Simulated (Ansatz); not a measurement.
Input for Ansatz (a quantum-chemistry and plane-wave program): U-B2PLYP/def2-TZVPP on LiH+, 2S+1 = 2, a spin state set in the input, which need not be the lowest, a point of a bond scan (R = 2.237 Å). Charge +1.

Ansatz 0.2 input:
```yaml
crystal:
  periodic: [false, false, false]
  atoms:
    - {symbol: H, position_ang: [0.00000000, 0.00000000, 0.00000000]}
    - {symbol: Li, position_ang: [0.00000000, 0.00000000, 2.23674800]}
basis:
  gaussian:
    orbitals: def2-TZVPP
    pivot_positions_ang: [[0.00000000, 0.00000000, 0.00000000], [0.00000000, 0.00000000, 2.23674800]]
hamiltonian:
  xc: {name: B2PLYP}
total_charge: 1
magnetization: {spin_polarized: true, initial_magnetization: 1}
correlation: {electrons: valence}
output: {orbitals: {seedname: ./end}}
```

Problem. What total energy does the run end on?

Solution. -7.7809 hartree.
